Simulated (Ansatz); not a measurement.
`[BH3-][S+](C)C`. Total charge 0; spin multiplicity 1.

```xyz
13

B     1.1441   -1.2738   -0.1983
S    -0.1041    0.0497   -0.8253
C    -1.5828   -0.2928    0.1210
C     0.4454    1.5514   -0.0237
H     0.6845   -2.3084   -0.6250
H     1.1372   -1.1711    1.0095
H     2.1800   -0.9489   -0.7321
H    -1.3253   -0.3764    1.1773
H    -2.3248    0.4882   -0.0447
H    -1.9678   -1.2481   -0.2340
H    -0.2748    2.3523   -0.1912
H     0.5869    1.3625    1.0408
H     1.4014    1.8154   -0.4744
```

**Question.** What are the harmonic wavenumbers in cm⁻¹ at PBE0-D4/def2-TZVP (Ansatz, finite differences of forces, unscaled)? (Best estimate.)

**Answer.** Computed: 172, 198, 202, 224, 233, 278, 526, 722, 758, 785, 804, 921, 984, 1006, 1052, 1101, 1149, 1149, 1334, 1357, 1447, 1454, 1459, 1466, 2443, 2523, 2533, 3064, 3065, 3163, 3165, 3174, 3174.

**Question.** Is this a minimum?

**Answer.** Yes, all 33 modes are real.

**Question.** Give the ideal-gas thermochemistry at 298.15 K and 1 bar (rigid rotor, harmonic oscillator; point group Cs, symmetry number 1).

**Answer.** Zero-point energy 281.6 kJ/mol; H(298) − E = 302.1 kJ/mol; entropy 328.2 J/(mol·K), of which translation 162.9, rotation 105.9, vibration 59.5; G(298) − E = 204.3 kJ/mol.
